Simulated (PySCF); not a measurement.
arsine (AsH₃), SMILES [AsH3].

Coordinates come from a B3LYP-D3(BJ)/def2-TZVPD optimisation.

Computed with PBE/def2-TZVPD in PySCF.

Isolated molecule, no solvent.

| Property | Result |
|---|---|
| total energy | -2237.31733 hartree |
| point group | C3v |
| highest occupied level | -6.72 eV |
| lowest empty level | -0.46 eV |
| orbital gap | 6.26 eV |
| dipole moment | 0.28 D |
| quadrupole, principal values (traceless, Buckingham form, about the centre of nuclear charge) | -1.93, 0.97, 0.97 D·Å |
| mean static polarisability | 36.4 bohr³ (5.39 Å³) |
| polarisability, principal values | 35.8, 35.8, 37.4 bohr³ |
